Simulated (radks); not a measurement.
Results of a calculation; reference values are marked as such.
Orbital eigenvalues (eV) of the oxygen ion O5+, [He] 2s1, at several levels of relativity; Dirac values are averaged over j with weights 2j + 1. Spin-unpolarised spherical Kohn-Sham, PBEsol, point nucleus unless stated (finite: rms radius 2.6991 fm), a radial shooting solver on a logarithmic mesh with Libxc functionals. A level marked "c x" has the speed of light scaled by that factor.

| shell | non-rel. | Dirac, finite nucleus | Dirac, c x 0.75 | Dirac, c x 2 | change of magnitude, last against first (%) |
|---|---|---|---|---|---|
| 1s | -652.54 | -653.02 | -653.40 | -652.66 | +0.02 |
| 2s | -125.33 | -125.44 | -125.53 | -125.36 | +0.02 |
